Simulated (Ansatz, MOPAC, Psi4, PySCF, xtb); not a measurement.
Complex: H2O (SMILES O) (first 3 atoms) with CH2O (SMILES C=O); geometry from B3LYP-D3(BJ)/def2-TZVP, rigid monomers moved along the line of their centres of mass till O1···C4 is 5.05 Å.
(charge 0, multiplicity 1):
```json
[
 {"atom": "O", "x (Å)": "-0.1503", "y (Å)": "0.4376", "z (Å)": "-0.1146"},
 {"atom": "H", "x (Å)": "0.4921", "y (Å)": "0.1685", "z (Å)": "-0.7793"},
 {"atom": "H", "x (Å)": "-0.5236", "y (Å)": "-0.3821", "z (Å)": "0.2299"},
 {"atom": "C", "x (Å)": "-0.0547", "y (Å)": "0.2916", "z (Å)": "4.9366"},
 {"atom": "O", "x (Å)": "-0.4586", "y (Å)": "-0.8289", "z (Å)": "5.0973"},
 {"atom": "H", "x (Å)": "1.0248", "y (Å)": "0.5316", "z (Å)": "4.9378"},
 {"atom": "H", "x (Å)": "-0.7368", "y (Å)": "1.1472", "z (Å)": "4.7852"}
]
```

| level | interaction energy (kJ/mol) | minus CCSD(T)/CBS(aug-cc-pVDZ, aug-cc-pVTZ) | cost |
|---|---|---|---|
| AM1 | -1.6 | 0.8 | - |
| PM3 | -1.5 | 0.9 | - |
| PM6 | -2.4 | -0.1 | - |
| PM7 | -2.7 | -0.3 | - |
| GFN1-xTB | -2.4 | -0.1 | - |
| GFN2-xTB | -2.4 | -0.1 | - |
| HF/3-21G (no counterpoise) | -2.7 | -0.3 | - |
| HF/6-31G* | -2.8 | -0.4 | - |
| HF/6-31G* (no counterpoise) | -2.8 | -0.4 | - |
| HF/aug-cc-pVDZ | -2.7 | -0.4 | - |
| HF/aug-cc-pVTZ | -2.7 | -0.3 | - |
| PBE/def2-TZVPPD | -2.1 | 0.3 | ×1 |
| PBE-D3(BJ)/def2-TZVPPD | -2.3 | 0.0 | ×1 |
| PBE-D4/def2-TZVPPD | -2.3 | 0.0 | ×1 |
| BP86/6-31G* (no counterpoise) | -1.9 | 0.5 | - |
| r2SCAN/def2-TZVPPD | -2.1 | 0.2 | ×2 |
| r2SCAN-D4/def2-TZVPPD | -2.3 | 0.0 | ×2 |
| B3LYP/3-21G (no counterpoise) | -1.9 | 0.5 | - |
| B3LYP/6-31G* | -2.0 | 0.3 | - |
| B3LYP/6-31G* (no counterpoise) | -2.0 | 0.3 | - |
| B3LYP/6-311+G** (no counterpoise) | -2.4 | -0.1 | - |
| B3LYP/def2-TZVPPD | -2.0 | 0.3 | ×1 |
| B3LYP-D3(BJ)/def2-TZVPPD | -2.4 | 0.0 | ×1 |
| B3LYP-D4/def2-TZVPPD | -2.4 | 0.0 | ×1 |
| PBE0/def2-TZVPPD | -2.2 | 0.1 | ×1 |
| PBE0-D3(BJ)/def2-TZVPPD | -2.5 | -0.1 | ×1 |
| PBE0-D4/def2-TZVPPD | -2.5 | -0.1 | ×1 |
| M06-2X/6-31G* (no counterpoise) | -2.3 | 0.1 | - |
| MP2/6-31G* | -2.3 | 0.1 | - |
| MP2/6-31G* (no counterpoise) | -2.3 | 0.1 | - |
| MP2/aug-cc-pVDZ | -2.3 | 0.1 | - |
| MP2/aug-cc-pVTZ | -2.3 | 0.0 | - |
| SCS-MP2/aug-cc-pVDZ | -2.3 | 0.1 | - |
| SCS-MP2/aug-cc-pVTZ | -2.3 | 0.1 | - |
| CCSD/aug-cc-pVDZ | -2.3 | 0.0 | - |
| CCSD/aug-cc-pVTZ | -2.4 | 0.0 | - |
| CCSD(T)/aug-cc-pVDZ | -2.3 | 0.1 | ×4 |
| CCSD(T)/aug-cc-pVTZ | -2.3 | 0.0 | ×300* |
| CCSD(T)/CBS(aug-cc-pVDZ, aug-cc-pVTZ) | -2.4 | 0.0 | ×300* |
| SAPT0/jun-cc-pV(D+d)Z | -3.1 | -0.7 | - |

 The comparison column counts from a level with limits of its own.

The rows run from -3.1 (SAPT0/jun-cc-pV(D+d)Z) to -1.5 kJ/mol (PM3). In aug-cc-pVTZ the value moves HF -2.7, MP2 -2.3, CCSD -2.4, CCSD(T) -2.3, a shift of 0.4 from HF to CCSD(T). From aug-cc-pVDZ to aug-cc-pVTZ CCSD(T) changes by 0.0. The dispersion term adds -0.3 in PBE-D3(BJ), -0.3 in PBE-D4, -0.2 in r2SCAN-D4. The 4 functionals in def2-TZVPPD without D3 or D4 span 0.2, from PBE0 to B3LYP.

Counterpoise-corrected where a basis set is named; no monomer relaxation. Rows marked so take none.

Frozen-core correlation. CBS: X⁻³ extrapolation of the correlation energy, Hartree–Fock from the larger set. Rows in 3-21G, 6-311+G**, 6-31G* carry no dispersion term and start afresh at each structure (6-31G* with six Cartesian d functions). MP2/6-31G* freezes PySCF's default core. The state that AM1, PM3, PM6, PM7 reach isn't checked; PM7 holds dispersion and hydrogen-bond terms.

The values were computed with Ansatz (an electronic-structure program) with Gaussian orbitals; MOPAC for AM1, PM3, PM6, PM7 (differences of heats of formation); Psi4 for SAPT; PySCF for 3-21G rows, 6-311+G** rows, 6-31G* rows, the dispersion terms; xtb for the GFN methods. 

Costs are rough ratios of core time to PBE/def2-TZVPPD (about 3 s over the structures, on one shared machine); a dash marks a level with no comparable run of its own. A star marks coupled-cluster runs past 200 virtual orbitals, where the program's memory plan changes under this machine's limit, so their costs aren't comparable with smaller runs.
